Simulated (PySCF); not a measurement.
## Two-component Hartree-Fock for Mg (magnesium, neutral)

Start: [Ne] 3s2. Calculated with PySCF 2.14 in x2c-TZVPPall-2c with one added diffuse shell each of s, p, d type (6s6p4d, 44 functions): generalised Hartree-Fock with the X2C-1e Hamiltonian and a Gaussian nucleus; spin-orbit coupling (SO) screened by Boettger's factors.

```csv
spinor shell,electrons,"ε, screened SO (eV)",weight of nominal j (screened SO),"rms radius, screened SO (bohr)"
1s1/2,2,-1336.5,1.000,0.151
2s1/2,2,-102.85,1.000,0.754
2p1/2,2,-62.259,1.000,0.772
2p3/2,4,-61.938,1.000,0.774
3s1/2,2,-6.895,1.000,3.52
```

```
   quantity  screened SO
E (hartree)   -199.91305
        M_J            0
       ⟨J²⟩        0.000
       ⟨L²⟩        0.000
       ⟨S²⟩        0.000
```
